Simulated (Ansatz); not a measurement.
Input for Ansatz (a program for electronic structure): R-CCSD(T)/def2-TZVPPD on H2Se (SMILES [SeH2]) with ghost functions, monomers drawn apart or pushed together. Files ending in .json are basis or fitting sets from the Basis Set Exchange. The run froze 14 orbitals, filled d shells among them.

Ansatz 0.2 input:
```yaml
crystal:
  periodic: [false, false, false]
  atoms:
    - {symbol: Se, position_ang: [-0.35389293, 0.07357810, 7.01403971]}
    - {symbol: H, position_ang: [0.06548132, 1.47555802, 6.87174242]}
    - {symbol: H, position_ang: [-1.74802256, 0.42544380, 6.70750106]}
basis:
  gaussian:
    orbitals: def2-TZVPPD.json
    ghost_atoms:
      - {symbol: Si, position_ang: [0.19509267, -0.00970973, 0.03556828]}
      - {symbol: H, position_ang: [-0.61411930, -1.17604210, 0.45011041]}
      - {symbol: H, position_ang: [-0.44401611, 1.23783362, 0.51022605]}
      - {symbol: H, position_ang: [0.27286745, 0.02523825, -1.44509722]}
      - {symbol: H, position_ang: [1.56163333, -0.11595340, 0.59032957]}
magnetization: {spin_polarized: false}
correlation: {method: ccsd_t, electrons: outside_noble_gas}
scf: {lower_state_search: off}
```

Question: Predict the final total energy.

Answer: -2401.2046 hartree (reference determinant -2401.0048, T1 diagnostic 0.010).

Question: How many basis functions does it have, and what does it roughly cost on one machine?

Answer: 207 functions; roughly 2.5 core-minutes.
